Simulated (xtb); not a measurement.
Si(I)2(OH)2 (H₂I₂O₂Si), SMILES O[Si](O)(I)I. All values are semi-empirical tight-binding results from xtb (GFN2-xTB unless named), good for trends rather than for accurate numbers. Geometry: GFN2-xTB. This is a generated structure with no PubChem entry under its InChIKey; it may be hypothetical. One conformer was computed; it need not be the lowest.

Estimate the properties. (Estimate from the structure and the level; the computed values follow.)


```json
{
 "point_group_as_xtb_finds_it": "C2",
 "orbital_gap": "5.66 eV",
 "zero_point_energy": "18.3 kcal/mol",
 "G − E(el) at 298.15 K (modified RRHO)": "-3.8 kcal/mol",
 "static polarisability (D4 model)": "105.4 bohr³",
 "solvation energy, GFN2-xTB/ALPB(water)": "-11.9 kcal/mol",
 "solvation energy, GFN2-xTB/ALPB(methanol)": "-13.2 kcal/mol"
}
```
